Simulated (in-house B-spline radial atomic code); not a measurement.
A radial electron density 4πr²n(r) was computed for an atom or ion in its tabulated ground configuration with an all-electron radial atomic-structure program (B-spline basis); method: non-relativistic r2SCAN, spin-polarised, spherical fractional occupations. Columns: r (bohr), 4πr²n(r) (electrons per bohr), bar.

```
 0.00303   0.4683 #
 0.00362   0.6536 #
 0.00431   0.9026 ##
 0.00515    1.248 ##
 0.00614    1.709 ###
 0.00732    2.322 #####
 0.00873    3.131 ######
  0.0104    4.171 ########
  0.0124    5.496 ###########
  0.0148    7.149 ##############
  0.0177    9.163 ##################
  0.0211    11.45 #######################
  0.0252       14 ############################
    0.03    16.56 #################################
  0.0358    18.99 #####################################
  0.0427    20.92 #########################################
  0.0509    22.02 ###########################################
  0.0607    22.04 ###########################################
  0.0724    20.95 #########################################
  0.0864    19.04 #####################################
   0.103    16.98 #################################
   0.123    15.63 ###############################
   0.147    15.77 ###############################
   0.175     17.5 ##################################
   0.209    20.16 ########################################
   0.249    22.25 ############################################
   0.297    22.34 ############################################
   0.354    19.73 #######################################
   0.422    15.02 ##############################
   0.504    9.823 ###################
   0.601    6.034 ############
   0.717    4.393 #########
   0.855    4.312 ########
    1.02    4.441 #########
    1.22    3.833 ########
    1.45    2.594 #####
    1.73    1.301 ###
    2.06   0.4742 #
    2.46   0.1164 
    2.94  0.01834 
     3.5 0.001848 
    4.18 0.000101
```

(1) Which atom or ion is it?
A. K6+
B. K4+
C. Ar5+
D. K5+

Results:

(1) D. The area under the curve, ∫4πr²n dr = ∫r·4πr²n d(ln r) on this logarithmic grid, is 14 electrons, which only this option has. The configuration is [Ne] 3s2 3p2.
